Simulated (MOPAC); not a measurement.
A run for MOPAC: PM6 on BH5O2Si (SMILES OB(O)[SiH3]).

```
PM6 1SCF PRECISE CHARGE=0 THREADS=1
BH5O2Si

O     -1.25292730 1    -1.10776716 1    -0.40331902 1
B     -0.57839982 1     0.02239067 1    -0.03441177 1
O     -1.18678380 1     1.19529883 1     0.31627435 1
Si     1.45182854 1    -0.04958868 1     0.03058180 1
H     -2.21681680 1    -1.05179737 1    -0.40209231 1
H     -2.15211989 1     1.19998635 1     0.30201589 1
H      2.04896829 1     1.25284891 1    -0.35478249 1
H      1.98808909 1    -1.10082564 1    -0.86799059 1
H      1.89816170 1    -0.36054592 1     1.41372412 1
```

Program output:

```
*******************************************************************************
 **                                                                           **
 **                              MOPAC v23.2.5                                **
 **                                                                           **
 *******************************************************************************
 ** MOPAC's Digital Object Identifier: https://doi.org/10.5281/zenodo.6511958 **
 **                                                                           **
 ** Please cite the open-source release paper for use of this MOPAC version:  **
 ** J. E. Moussa and J. J. P. Stewart (2026)                                  **
 ** MOPAC: An open-source semiempirical molecular orbital program             **
 ** J. Open Source Softw., 11(119), 8025, https://doi.org/10.21105/joss.08025 **
 *******************************************************************************

                              PM6 CALCULATION RESULTS

 *******************************************************************************
 *  PM6        - The PM6 Hamiltonian to be used
 *
 *
 *
 *                 CHARGE ON SYSTEM = 0
 *
 *
 *
 *  PRECISE    - TIGHTER CRITERIA TO BE USED
 *  1SCF       - DO 1 SCF AND THEN STOP
 *  THREADS=1  - MULTI-THREADING NOT USED
 *  T=         - A TIME OF 172800.0 SECONDS REQUESTED
 *  DUMP=N     - RESTART FILE WRITTEN EVERY 7200.0 SECONDS REQUESTED
 *******************************************************************************
PM6 1SCF PRECISE CHARGE=0 THREADS=1
 BH5O2Si

   ATOM   CHEMICAL          X               Y               Z
  NUMBER   SYMBOL      (ANGSTROMS)     (ANGSTROMS)     (ANGSTROMS)

     1       O         -1.25292730  *  -1.10776716  *  -0.40331902  *
     2       B         -0.57839982  *   0.02239067  *  -0.03441177  *
     3       O         -1.18678380  *   1.19529883  *   0.31627435  *
     4      Si          1.45182854  *  -0.04958868  *   0.03058180  *
     5       H         -2.21681680  *  -1.05179737  *  -0.40209231  *
     6       H         -2.15211989  *   1.19998635  *   0.30201589  *
     7       H          2.04896829  *   1.25284891  *  -0.35478249  *
     8       H          1.98808909  *  -1.10082564  *  -0.86799059  *
     9       H          1.89816170  *  -0.36054592  *   1.41372412  *



          CARTESIAN COORDINATES

    NO.       ATOM           X           Y           Z

     1         O         -1.2529     -1.1078     -0.4033
     2         B         -0.5784      0.0224     -0.0344
     3         O         -1.1868      1.1953      0.3163
     4        Si          1.4518     -0.0496      0.0306
     5         H         -2.2168     -1.0518     -0.4021
     6         H         -2.1521      1.2000      0.3020
     7         H          2.0490      1.2528     -0.3548
     8         H          1.9881     -1.1008     -0.8680
     9         H          1.8982     -0.3605      1.4137

 General Reference for PM6:
 "Optimization of Parameters for Semiempirical Methods V: Modification of NDDO Approximations
 and Application to 70 Elements", J. J. P. Stewart, J. Mol. Mod., 13, 1173-1213 (2007)
 URL: https://link.springer.com/article/10.1007/s00894-007-0233-4

           Empirical Formula: H5 O2 B Si  =     9 atoms



      MOLECULAR POINT GROUP   :   C1


      RHF CALCULATION, NO. OF DOUBLY OCCUPIED LEVELS = 12


 -------------------------------------------------------------------------------
 PM6 1SCF PRECISE CHARGE=0 THREADS=1
 BH5O2Si



     1SCF WAS SPECIFIED, SO BFGS WAS NOT USED
     SCF FIELD WAS ACHIEVED


                              PM6 CALCULATION
                                                       MOPAC v23.2.5 Linux




          FINAL HEAT OF FORMATION =       -110.84028 KCAL/MOL =    -463.75574 KJ/MOL


          COSMO AREA              =        117.82 SQUARE ANGSTROMS
          COSMO VOLUME            =        105.62 CUBIC ANGSTROMS

          IONIZATION POTENTIAL    =          9.790773 EV
          HOMO LUMO ENERGIES (EV) =         -9.791 -0.177
          NO. OF FILLED LEVELS    =         12
          MOLECULAR WEIGHT        =         75.9338         POINT GROUP:  C1

          MOLECULAR DIMENSIONS (Angstroms)

            Atom       Atom       Distance
            H     8    H     6     4.87893
            H     5    H     7     4.14143
            H     9    H     5     2.08902


          SCF CALCULATIONS        =          1





   ATOM   CHEMICAL          X               Y               Z
  NUMBER   SYMBOL      (ANGSTROMS)     (ANGSTROMS)     (ANGSTROMS)

     1       O         -1.25292730  *  -1.10776716  *  -0.40331902  *
     2       B         -0.57839982  *   0.02239067  *  -0.03441177  *
     3       O         -1.18678380  *   1.19529883  *   0.31627435  *
     4      Si          1.45182854  *  -0.04958868  *   0.03058180  *
     5       H         -2.21681680  *  -1.05179737  *  -0.40209231  *
     6       H         -2.15211989  *   1.19998635  *   0.30201589  *
     7       H          2.04896829  *   1.25284891  *  -0.35478249  *
     8       H          1.98808909  *  -1.10082564  *  -0.86799059  *
     9       H          1.89816170  *  -0.36054592  *   1.41372412  *

                             CARTESIAN COORDINATES

   1    O       -1.252927300    -1.107767160    -0.403319020
   2    B       -0.578399820     0.022390670    -0.034411770
   3    O       -1.186783800     1.195298830     0.316274350
   4   Si        1.451828540    -0.049588680     0.030581800
   5    H       -2.216816800    -1.051797370    -0.402092310
   6    H       -2.152119890     1.199986350     0.302015890
   7    H        2.048968290     1.252848910    -0.354782490
   8    H        1.988089090    -1.100825640    -0.867990590
   9    H        1.898161700    -0.360545920     1.413724120


           Empirical Formula: H5 O2 B Si  =     9 atoms



      MOLECULAR POINT GROUP   :   C1


                  EIGENVALUES
 -30.98722 -30.19143 -20.67971 -19.53691 -18.29473 -15.55276 -14.46156 -12.77276
 -12.29132 -11.46538 -11.45370  -9.79077  -0.17658   0.46861   1.02775   1.35459
   1.60190   1.68650   2.26041   3.21882   3.30319   4.03521   4.58510   4.69841
   4.71313   5.60935


              NET ATOMIC CHARGES AND DIPOLE CONTRIBUTIONS

  ATOM NO.   TYPE          CHARGE      No. of ELECS.   s-Pop       p-Pop       d-Pop
    1          O          -0.497045        6.4970     1.73160     4.76544
    2          B           0.172412        2.8276     1.05882     1.76877
    3          O          -0.497373        6.4974     1.73144     4.76593
    4         Si           0.206822        3.7932     1.24929     2.07490     0.46899
    5          H           0.309196        0.6908     0.69080
    6          H           0.309270        0.6907     0.69073
    7          H          -0.000746        1.0007     1.00075
    8          H          -0.000540        1.0005     1.00054
    9          H          -0.001996        1.0020     1.00200
 DIPOLE           X         Y         Z       TOTAL
 POINT-CHG.     0.270    -0.019     0.051     0.275
 HYBRID        -2.352     0.083    -0.079     2.355
 SUM           -2.082     0.064    -0.028     2.083


          ATOMIC ORBITAL ELECTRON POPULATIONS

     Atom    s        px        py        pz      x^2-y^2     xz        z^2       yz        xy
    1  O   1.73160   1.35270   1.62015   1.79259
    2  B   1.05882   0.82307   0.55772   0.38797
    3  O   1.73144   1.36472   1.60630   1.79491
    4 Si   1.24929   0.59771   0.73626   0.74094   0.10289   0.05936   0.11886   0.10462   0.08326
    5  H   0.69080
    6  H   0.69073
    7  H   1.00075
    8  H   1.00054
    9  H   1.00200

 **********************
 *                    *
 * JOB ENDED NORMALLY *
 *                    *
 **********************




 == MOPAC DONE ==
```

The run finished.

Cost: about 0.04 core-seconds (a rough figure).
